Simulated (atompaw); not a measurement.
# Ranking PAW (atompaw) potentials for lanthanum (La)

All share these settings but for the change named:

lanthanum (La), PAW, made with atompaw 4.2.0.5 (PBE, scalar-relativistic). Core [Kr] 4d10, reference 4f0 5s2 5p6 5d1 6s0 6p0 (charge +2). Waves: 5s (bound); 6s (bound, empty); 5p (bound); 6p (bound, empty); 5d (bound); 5d channel at 0.7 Ry; 4f (bound, empty); 4f channel at 0.05 Ry. Local part: bessel scheme, radius 2.30 bohr. Core correction: smooth core density matched at 2.20 bohr. Augmentation charge: sinc compensation charge, radius 2.55 bohr; PAW radius 3.00 bohr; waves and projectors: bloechl.

Cutoff: the first of the cutoffs (Ry, on a coarse ladder) from which the occupation-weighted sum of valence levels, in a spherical-Bessel basis at the reference potential, stays within 10 and 1 mRy of its value at 400 Ry; the density cutoff is not measured.

The base gives 15 Ry.

Of 7 variants that were run, those that failed, showed a ghost or another fault, or gave nearly equal values are left out.

A variant can come out equal or close to the base.

Q: Rank these variants from softest to hardest (loose cutoff).
A. waves 5s (bound): rc 2.45 bohr; 6s (bound): rc 3.00 bohr; 5p (bound): rc 2.50 bohr; 6p (bound): rc 3.00 bohr; 5d (bound): rc 3.00 bohr; 5d channel at 0.7 Ry: rc 3.00 bohr; 4f (bound): rc 2.05 bohr; 4f channel at 0.05 Ry: rc 2.05 bohr; augmentation sinc compensation charge, radius 2.55 bohr; PAW radius 3.00 bohr; waves and projectors: custom polynom2 7 10 vanderbiltortho
B. local potential bessel scheme, radius 1.58 bohr
C. reference 4f0 5s2 5p6 5d2 6s1 6p0

A: C (15 Ry), B (21 Ry), A (30 Ry).
